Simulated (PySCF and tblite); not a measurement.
The numbers below are computed, except where a source is named.
C₆H₉F₃O, numbered as in [F:1][C:2]([F:3])([F:4])[C@@H:5]1[CH2:6][CH2:7][CH2:8][CH2:9][O:10]1.

Conformers came from 90 starts (ETKDG and KDG, MMFF94s, GFN2-xTB); geometries are PBE0-D3(BJ)/def2-SVP. Free energies are PBE0-D3(BJ)/def2-SVPD single points with GFN2-xTB rigid-rotor and vibrational terms (modes under about 100 cm⁻¹ blended into free rotors). Symmetry numbers and mirror images are counted. Conformers within 4 kcal/mol (GFN2-xTB free energy) were kept, 5 at most. GIAO shieldings: PBE0/pcSseg-1. Shifts are against TMS (¹H), TMS (¹³C), CFCl3 (¹⁹F) at the same level; of two unlike H on one atom, a is the less shielded. Programs: PySCF with density fitting and tblite.

List the conformer-averaged shifts at 298.15 K.

¹H: 4.00 (H9a, 1H), 3.25 (H9b, 1H), 3.19 (H5, 1H), 1.79 (H7a, 1H), 1.51 (H8a, 1H), 1.45 (H6a, 1H), 1.44 (H6b, 1H), 1.31 (H7b, 1H), 1.17 (H8b, 1H) ppm. ¹³C: 129.2 (C2), 76.7 (C5), 69.1 (C9), 27.2 (C8), 25.7 (C6), 24.3 (C7) ppm. ¹⁹F: -94.5 (F1/F3/F4) ppm.

How do the conformers differ?

The 6-ring runs over atoms 5–6–7–8–9–10.
| conformer | shape | weight % |
| --- | --- | --- |
| 1 | 6-ring chair (all substituents equatorial) | 97.0 |
| 2 | 6-ring chair (C2 axial) | 2.9 |
| 3 | 6-ring twist-boat (ring torsions 62, -25, -36, 66, -27, -36°) | 0.1 |
| 4 | 6-ring between boat and twist-boat (ring torsions 49, -62, 19, 40, -54, 6°) | 0.0 |

| signal | 1 | 2 | 3 | 4 | average |
| --- | --- | --- | --- | --- | --- |
| H5 | 3.17 | 3.59 | 3.73 | 3.81 | 3.19 |
| H6a | 1.44 | 1.66 | 1.60 | 1.44 | 1.45 |
| H6b | 1.43 | 1.63 | 1.48 | 1.90 | 1.44 |
| H7a | 1.79 | 1.78 | 1.68 | 1.41 | 1.79 |
| H7b | 1.31 | 1.44 | 1.45 | 1.53 | 1.31 |
| H8a | 1.51 | 1.24 | 1.23 | 1.53 | 1.51 |
| H8b | 1.16 | 1.53 | 1.82 | 1.46 | 1.17 |
| H9a | 4.00 | 3.84 | 3.67 | 3.90 | 4.00 |
| H9b | 3.24 | 3.64 | 3.57 | 3.74 | 3.25 |
| C2 | 129.1 | 131.9 | 131.3 | 131.2 | 129.2 |
| C5 | 76.9 | 70.6 | 73.3 | 69.8 | 76.7 |
| C6 | 25.7 | 24.5 | 20.2 | 24.9 | 25.7 |
| C7 | 24.4 | 20.3 | 17.8 | 17.3 | 24.3 |
| C8 | 27.2 | 26.8 | 23.7 | 23.3 | 27.2 |
| C9 | 69.3 | 63.9 | 59.9 | 62.8 | 69.1 |
| F1/F3/F4 | -94.7 | -85.1 | -94.9 | -89.5 | -94.5 |

Unscaled ¹⁹F shifts at such levels can be off by tens of ppm; differences between conformers or isomers are more reliable. Shifts are unscaled: against experiment ¹³C can be off by 15 ppm or more and ¹H by 0.8 ppm.
